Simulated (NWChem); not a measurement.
Everything below was run with NWChem. System: B2O2, charge 0, spin multiplicity 1, displaced from the optimised geometry. Level: RHF/cc-pVDZ, spin-restricted.

Input file:

```
start mol
memory heap 200 mb stack 900 mb global 1100 mb
geometry units angstroms nocenter noautoz noautosym
  O      0.000000     0.000000    -2.325240
  B      0.000000     0.000000    -0.826223
  B      0.000000     0.000000     0.826223
  O      0.000000     0.000000     2.025437
end
basis spherical
  * library cc-pvdz
end
scf
  rhf
  nopen 0
  maxiter 100
  thresh 1e-7
  semidirect memsize 60000000 filesize 0
end
task scf energy
```

Output (cleaned and shortened):

```
             Northwest Computational Chemistry Package (NWChem) 7.3.0
             --------------------------------------------------------

                                NWChem Input Module
                                -------------------

 Scaling coordinates for geometry "geometry" by  1.889725989
 (inverse scale =  0.529177249)

                             Geometry "geometry" -> ""
                             -------------------------

 Output coordinates in angstroms (scale by  1.889725989 to convert to a.u.)

  No.       Tag          Charge          X              Y              Z
 ---- ---------------- ---------- -------------- -------------- --------------
    1 O                    8.0000     0.00000000     0.00000000    -2.32524000
    2 B                    5.0000     0.00000000     0.00000000    -0.82622300
    3 B                    5.0000     0.00000000     0.00000000     0.82622300
    4 O                    8.0000     0.00000000     0.00000000     2.02543700

 Effective nuclear repulsion energy (a.u.)      61.7011209280

            Nuclear Dipole moment (a.u.)
            ----------------------------
        X                 Y               Z
 ---------------- ---------------- ----------------
     0.0000000000     0.0000000000    -4.5323641644


 Summary of "ao basis" -> "" (spherical)
 ------------------------------------------------------------------------------
       Tag                 Description            Shells   Functions and Types
 ---------------- ------------------------------  ------  ---------------------
 *                          cc-pvdz                   on all atoms

 Summary of "ao basis" -> "ao basis" (spherical)
 ------------------------------------------------------------------------------
       Tag                 Description            Shells   Functions and Types
 ---------------- ------------------------------  ------  ---------------------
 O                          cc-pvdz                  6       14   3s2p1d
 B                          cc-pvdz                  6       14   3s2p1d

                                 NWChem SCF Module
                                 -----------------

  ao basis        = "ao basis"
  functions       =    56
  atoms           =     4
  closed shells   =    13
  open shells     =     0
  charge          =   0.00
  wavefunction    = RHF
  use symmetry    = F
  symmetry adapt  = F

 Summary of "ao basis" -> "ao basis" (spherical)
 ------------------------------------------------------------------------------
       Tag                 Description            Shells   Functions and Types
 ---------------- ------------------------------  ------  ---------------------
 O                          cc-pvdz                  6       14   3s2p1d
 B                          cc-pvdz                  6       14   3s2p1d

 Forming initial guess at       0.0s

      Superposition of Atomic Density Guess
      -------------------------------------

 Sum of atomic energies:        -198.59323561

      Non-variational initial energy
      ------------------------------

 Total energy =    -199.125138
 1-e energy   =    -393.140019
 2-e energy   =     132.313759
 HOMO         =      -0.441309
 LUMO         =      -0.052418

 Starting SCF solution at       0.5s

 ----------------------------------------------
         Quadratically convergent ROHF

 Convergence threshold     :          1.000E-07
 Maximum no. of iterations :          100
 Final Fock-matrix accuracy:          1.000E-09
 ----------------------------------------------

              iter       energy          gnorm     gmax       time
             ----- ------------------- --------- --------- --------
                 1     -198.8078082883  2.00D+00  6.23D-01      0.5
                 2     -199.0497563703  5.61D-01  2.32D-01      0.5
                 3     -199.0820678245  3.62D-01  1.08D-01      0.5
                 4     -199.0894666669  1.01D-01  2.85D-02      0.5
                 5     -199.0906714843  6.77D-03  2.39D-03      0.6
                 6     -199.0906801383  4.14D-05  1.37D-05      0.6
                 7     -199.0906801385  3.65D-09  8.58D-10      0.6

       Final RHF  results
       ------------------

         Total SCF energy =   -199.090680138497
      One-electron energy =   -394.719037564613
      Two-electron energy =    133.927236498138
 Nuclear repulsion energy =     61.701120927977

        Time for solution =      0.1s

             Final eigenvalues
             -----------------

              1
    1  -20.6206
    2  -20.6067
    3   -7.7794
    4   -7.7133
    5   -1.3804
    6   -1.2521
    7   -0.7574
    8   -0.6722
    9   -0.5758
   10   -0.5647
   11   -0.5647
   12   -0.4725
   13   -0.4725
   14   -0.0006
   15   -0.0006
   16    0.1547
   17    0.2374
   18    0.2374
   19    0.2412
   20    0.3584
   21    0.3909
   22    0.3909
   23    0.4363

                       ROHF Final Molecular Orbital Analysis
                       -------------------------------------

 Vector   11  Occ=2.000000D+00  E=-5.646634D-01
              MO Center=  8.4D-15,  2.2D-14,  1.7D+00, r^2= 1.0D+00
   Bfn.  Coefficient  Atom+Function         Bfn.  Coefficient  Atom+Function
  ----- ------------  ---------------      ----- ------------  ---------------
    47      0.502667  4 O  py                50      0.330151  4 O  py
    33      0.268207  3 B  py                46      0.200089  4 O  px

 Vector   12  Occ=2.000000D+00  E=-4.725256D-01
              MO Center=  2.0D-15,  1.9D-15, -2.0D+00, r^2= 1.2D+00
   Bfn.  Coefficient  Atom+Function         Bfn.  Coefficient  Atom+Function
  ----- ------------  ---------------      ----- ------------  ---------------
     4      0.442174  1 O  px                 5      0.340942  1 O  py
     7      0.325368  1 O  px                 8      0.250878  1 O  py
    18      0.172263  2 B  px

 Vector   13  Occ=2.000000D+00  E=-4.725256D-01
              MO Center=  2.2D-15, -5.7D-15, -2.0D+00, r^2= 1.2D+00
   Bfn.  Coefficient  Atom+Function         Bfn.  Coefficient  Atom+Function
  ----- ------------  ---------------      ----- ------------  ---------------
     5      0.442174  1 O  py                 4     -0.340942  1 O  px
     8      0.325368  1 O  py                 7     -0.250878  1 O  px
    19      0.172263  2 B  py

 Vector   14  Occ=0.000000D+00  E=-5.529451D-04
              MO Center= -1.3D-15,  8.3D-15, -2.6D-01, r^2= 3.0D+00
   Bfn.  Coefficient  Atom+Function         Bfn.  Coefficient  Atom+Function
  ----- ------------  ---------------      ----- ------------  ---------------
    22      0.379293  2 B  py                19      0.355472  2 B  py
    36      0.278952  3 B  py                 8     -0.256522  1 O  py
     5     -0.235609  1 O  py                50     -0.235007  4 O  py
    33      0.222240  3 B  py                47     -0.205924  4 O  py

 Vector   15  Occ=0.000000D+00  E=-5.529451D-04
              MO Center=  1.4D-15,  1.3D-15, -2.6D-01, r^2= 3.0D+00
   Bfn.  Coefficient  Atom+Function         Bfn.  Coefficient  Atom+Function
  ----- ------------  ---------------      ----- ------------  ---------------
    21      0.379293  2 B  px                18      0.355472  2 B  px
    35      0.278952  3 B  px                 7     -0.256522  1 O  px
     4     -0.235609  1 O  px                49     -0.235007  4 O  px
    32      0.222240  3 B  px                46     -0.205924  4 O  px

 Vector   16  Occ=0.000000D+00  E= 1.547463D-01
              MO Center= -8.4D-15,  7.5D-15, -3.0D-01, r^2= 3.9D+00
   Bfn.  Coefficient  Atom+Function         Bfn.  Coefficient  Atom+Function
  ----- ------------  ---------------      ----- ------------  ---------------
    17      0.783248  2 B  s                 31     -0.719460  3 B  s
     3     -0.495073  1 O  s                 45      0.490079  4 O  s
    37     -0.401663  3 B  pz                23     -0.398025  2 B  pz
     9     -0.284992  1 O  pz                 6     -0.221836  1 O  pz
    34      0.197805  3 B  pz                16      0.187758  2 B  s

 center of mass
 --------------
 x =   0.00000000 y =   0.00000000 z =  -0.16778571

 moments of inertia (a.u.)
 ------------------
         595.306762020332           0.000000000000           0.000000000000
           0.000000000000         595.306762020332           0.000000000000
           0.000000000000           0.000000000000           0.000000000000

  Mulliken analysis of the total density
  --------------------------------------

    Atom       Charge   Shell Charges
 -----------   ------   -------------------------------------------------------
    1 O    8     8.36   2.00  0.88  0.97  2.60  1.90  0.01
    2 B    5     4.75   2.00  0.65  0.48  1.14  0.36  0.12
    3 B    5     4.83   2.00  0.63  0.31  1.47  0.26  0.16
    4 O    8     8.06   2.00  0.87  0.82  2.76  1.60  0.02

       Multipole analysis of the density wrt the origin
       ------------------------------------------------

     L   x y z        total         open         nuclear
     -   - - -        -----         ----         -------
     0   0 0 0     -0.000000      0.000000     26.000000

     1   1 0 0      0.000000      0.000000      0.000000
     1   0 1 0      0.000000      0.000000      0.000000
     1   0 0 1      0.596707      0.000000     -4.532364

     2   2 0 0    -15.153958      0.000000      0.000000
     2   1 1 0      0.000000      0.000000      0.000000
     2   1 0 1      0.000000      0.000000      0.000000
     2   0 2 0    -15.153958      0.000000      0.000000
     2   0 1 1      0.000000      0.000000      0.000000
     2   0 0 2    -29.687040      0.000000    296.039565

 Task  times  cpu:        0.6s     wall:        0.6s

 Total times  cpu:        0.6s     wall:        0.6s
```
